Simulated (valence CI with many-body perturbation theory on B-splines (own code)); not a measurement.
Results of a calculation; reference values are marked as such.
**Tm XXX: what each term of the Hamiltonian does**

Level of theory: configuration interaction combined with many-body perturbation theory (CI+MBPT): four valence electrons over a frozen Dirac-Fock core [Kr], a basis of 9 s, 9 p, 10 d, 8 f, 5 g, 3 h, 1 i functions for each j, with the one-electron correlation potential Σ1 (screened to all orders), the two-electron term Σ2, the three-electron term Σ3, Breit, model QED; selected single and double excitations, second order for the rest (own B-spline code, finite nucleus).

The last digits are not significant, and no measured levels were compared; by estimate large intervals hold to a few tenths of a per cent, small ones and those within an open d or f shell to about a per cent. Only levels of the ground parity were solved; by the run's estimate the other parity begins above the list, which can be wrong where configurations are misplaced.

Each rung adds one term. CI alone is the Dirac-Coulomb CI over the frozen core; QED comes last and gives the full result, which names the levels. Energies are above (4d3/2^4) J=0 on the same rung, in cm⁻¹.

Levels are named by their leading jj configuration (3d3/2^4 stands for four electrons in 3d with j = 3/2), which in mixed levels can hold well under half, so a name can repeat and another be missing. Letters in brackets count levels of one name in rising energy.

| Level | CI alone |
| --- | --- |
| (4d3/2^3 4d5/2) J=1 | 72653 |
| (4d3/2^3 4d5/2) J=2 | 106844 |
| (4d3/2^3 4d5/2) J=4 | 112054 |
| (4d3/2^3 4d5/2) J=3 | 119791 |
| (4d3/2^2 4d5/2^2) J=0 [a] | 172510 |
| (4d3/2^2 4d5/2^2) J=4 [a] | 182920 |
| (4d3/2^2 4d5/2^2) J=2 [a] | 182748 |
| (4d3/2^2 4d5/2^2) J=3 [a] | 188397 |
| (4d3/2^2 4d5/2^2) J=5 | 204034 |
| (4d3/2^2 4d5/2^2) J=1 | 207743 |
| (4d3/2^2 4d5/2^2) J=6 | 215043 |
| (4d3/2^2 4d5/2^2) J=4 [b] | 225701 |
| (4d3/2^2 4d5/2^2) J=3 [b] | 225746 |
| (4d3/2^2 4d5/2^2) J=2 [b] | 227019 |
| (4d3/2^2 4d5/2^2) J=2 [c] | 257746 |
| (4d3/2^2 4d5/2^2) J=4 [c] | 266155 |

What do these energies become with core correlation, Breit and QED?

(4d3/2^3 4d5/2) J=1 72192 (-461); (4d3/2^3 4d5/2) J=2 104540 (-2304); (4d3/2^3 4d5/2) J=4 107431 (-4623); (4d3/2^3 4d5/2) J=3 116008 (-3783); (4d3/2^2 4d5/2^2) J=0 [a] 171007 (-1503); (4d3/2^2 4d5/2^2) J=4 [a] 178598 (-4322); (4d3/2^2 4d5/2^2) J=2 [a] 179356 (-3392); (4d3/2^2 4d5/2^2) J=3 [a] 183529 (-4868); (4d3/2^2 4d5/2^2) J=5 196707 (-7327); (4d3/2^2 4d5/2^2) J=1 203967 (-3776); (4d3/2^2 4d5/2^2) J=6 206251 (-8793); (4d3/2^2 4d5/2^2) J=4 [b] 217668 (-8033); (4d3/2^2 4d5/2^2) J=3 [b] 218312 (-7434); (4d3/2^2 4d5/2^2) J=2 [b] 220734 (-6285); (4d3/2^2 4d5/2^2) J=2 [c] 253994 (-3752); (4d3/2^2 4d5/2^2) J=4 [c] 259317 (-6838).

How does the ionisation energy move along the ladder, and which term matters most?

CI alone 1107.0, + Σ1 1109.6, + Σ2 1111.9, + Σ3 1111.9, + Breit 1111.3, + QED 1111.4 eV. The largest step is Σ1, 2.6 eV. NIST lists 1110 ± 4 eV (theoretical).
